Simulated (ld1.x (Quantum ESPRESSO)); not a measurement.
Before and after: TM potential for carbon

carbon, norm-conserving Troullier–Martins (Kleinman–Bylander form), made with ld1.x (Quantum ESPRESSO) 7.5 (PBE, scalar-relativistic). Core [He], reference 2s2 2p2. Waves: 2s (bound): rc 1.30 bohr; 2p (bound): rc 2.90 bohr; 3d channel at 0.35 Ry: rc 3.00 bohr. Local part: the d channel. Core correction: none.

Change: wave 2s (bound): rc 1.30 bohr becomes 2s (bound): rc 1.42 bohr.

Cutoffs: the cutoffs (Ry, on a coarse ladder) from which the occupation-weighted sum of valence levels, in a spherical-Bessel basis at the reference potential, stays within 10 and 1 mRy of its value at 400 Ry; they do not see the model core or the augmentation charge, which bear on the density cutoff. Errors are all-electron minus pseudo energies relative to the spin-unpolarised reference configuration.

Task: Predict the effect on cutoff, ghosts and configuration errors.

Result: The potential gets softer (30 Ry and 80 Ry → 30 Ry and 60 Ry); the bound ghost in s disappears; of the 7 tests that both files solve, the error grows in 0 and shrinks in 1 by more than 15 % and 0.3 meV (median size 112.0 → 113.6 meV). A larger radius leaves more room for a smooth pseudo-wave, so fewer plane waves are needed.

| quantity | base | changed |
| --- | --- | --- |
| cutoff, loose | 30 Ry | 30 Ry |
| cutoff, tight | 80 Ry | 60 Ry |
| loose cutoff by channel (10 mRy a level) | s 30 Ry, p 15 Ry | s 25 Ry, p 15 Ry |
| bound ghosts | s | none |
| error for 2s2 2p1, meV [ΔE 10.86 eV] | +123 | +124 |
| error for 2s2 2p0, meV [ΔE 35.02 eV] | +1005 | +1012 |
| error for 2s1 2p0, meV [ΔE 83.21 eV] | +1901 | +1900 |
| error for 2s0 2p4, meV [ΔE 16.98 eV] | -80 | -65 |
| error for 2s1 2p2, meV [ΔE 19.62 eV] | -112 | -114 |
| error for 2s2 2p1.5, meV [ΔE 3.96 eV] | +19 | +19 |
| error for 2s2 2p2.3, meV [ΔE -1.16 eV] | +2.2 | +2.2 |
| s: phases at 3.25 bohr within 0.05 rad from the reference energy up to (Ry; the scan ends near 5) | 0.6 | 0.6 |
| p: phases at 3.25 bohr within 0.05 rad from the reference energy up to (Ry; the scan ends near 5) | 0.7 | 0.7 |
| d: phases at 3.25 bohr within 0.05 rad from the reference energy up to (Ry; the scan ends near 5) | 3.0 | 3.0 |

 A true bound ghost makes a file unfit for plane-wave use even where its test errors are small: the radial tests pick states by their node count and pass the ghost by.
